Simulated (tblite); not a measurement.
C8H14Ge.
SMILES with atom numbers: `[CH2:1]=[C:2]1[GeH2:3][CH2:4]/[C:5]1=[CH:6]/[CH2:7][CH2:8][CH3:9]` (hydrogens: H10, H11 on C1; H12, H13 on Ge3; H14, H15 on C4; H16 on C6; H17, H18 on C7; H19, H20 on C8; H21, H22, H23 on C9)

Computed with GFN2-xTB (tblite), gas phase: L-BFGS steps from a force-field or distance-geometry start until the largest atomic force falls under 0.01 eV/Å.

At the end of the run (lengths in Å): C2–Ge3 1.971, C4–H14 1.089, C9–H21 1.088, C4–C5 1.518, Ge3–C4 1.996, C7–H17 1.094, Ge3–H12 1.509, C2–C5–C4 103.8°, C4–C5–C6 125.2°, C2–Ge3–C4 72.7°, C5–C6–C7 126.5°, C1–C2–Ge3–C4 -158°, C2–Ge3–C4–C5 -11°, Ge3–C4–C5–C6 -158°, H21–C9–C8–C7 180°, H19–C8–C9–H21 59°.

Task: These geometries were met on the way; a selection of coordinates is given. Order them by energy above the end point, lowest first.
A. C2–Ge3 1.949, C4–H14 1.096, C9–H21 1.088, C4–C5 1.518, Ge3–C4 1.977, C7–H17 1.102, Ge3–H12 1.502, C2–C5–C4 100.0°, C4–C5–C6 131.8°, C2–Ge3–C4 71.6°, C5–C6–C7 122.4°, C1–C2–Ge3–C4 -134°, C2–Ge3–C4–C5 -22°, Ge3–C4–C5–C6 -135°, H21–C9–C8–C7 -138°, H19–C8–C9–H21 97°
B. C2–Ge3 1.963, C4–H14 1.086, C9–H21 1.082, C4–C5 1.516, Ge3–C4 1.998, C7–H17 1.094, Ge3–H12 1.507, C2–C5–C4 100.9°, C4–C5–C6 129.2°, C2–Ge3–C4 71.3°, C5–C6–C7 122.6°, C1–C2–Ge3–C4 -139°, C2–Ge3–C4–C5 -23°, Ge3–C4–C5–C6 -140°, H21–C9–C8–C7 -140°, H19–C8–C9–H21 100°
C. C2–Ge3 1.974, C4–H14 1.089, C9–H21 1.086, C4–C5 1.515, Ge3–C4 2.001, C7–H17 1.097, Ge3–H12 1.515, C2–C5–C4 103.4°, C4–C5–C6 126.4°, C2–Ge3–C4 72.3°, C5–C6–C7 126.3°, C1–C2–Ge3–C4 -146°, C2–Ge3–C4–C5 -19°, Ge3–C4–C5–C6 -142°, H21–C9–C8–C7 -152°, H19–C8–C9–H21 86°
D. C2–Ge3 1.950, C4–H14 1.045, C9–H21 1.067, C4–C5 1.520, Ge3–C4 1.993, C7–H17 1.076, Ge3–H12 1.516, C2–C5–C4 96.3°, C4–C5–C6 134.0°, C2–Ge3–C4 68.7°, C5–C6–C7 121.0°, C1–C2–Ge3–C4 -140°, C2–Ge3–C4–C5 -26°, Ge3–C4–C5–C6 -137°, H21–C9–C8–C7 -138°, H19–C8–C9–H21 97°
E. C2–Ge3 1.920, C4–H14 1.105, C9–H21 1.127, C4–C5 1.481, Ge3–C4 1.960, C7–H17 1.126, Ge3–H12 1.534, C2–C5–C4 89.7°, C4–C5–C6 139.2°, C2–Ge3–C4 64.6°, C5–C6–C7 120.0°, C1–C2–Ge3–C4 -146°, C2–Ge3–C4–C5 -31°, Ge3–C4–C5–C6 -140°, H21–C9–C8–C7 -141°, H19–C8–C9–H21 97°

Result: C (0.133 eV), B (0.219 eV), A (0.369 eV), D (0.627 eV), E (1.189 eV).

```tsv
step	E above end (eV)	rms distance from the end, all atoms (Å)	largest force (eV/Å)	rms shift of all bonds from the end (Å)
28	0.133	0.521	0.135	0.003
11	0.219	0.586	0.269	0.004
5	0.369	0.599	0.470	0.008
2	0.627	0.606	1.610	0.014
0	1.189	0.612	3.929	0.022
```

Rows stand in the order of the answer.
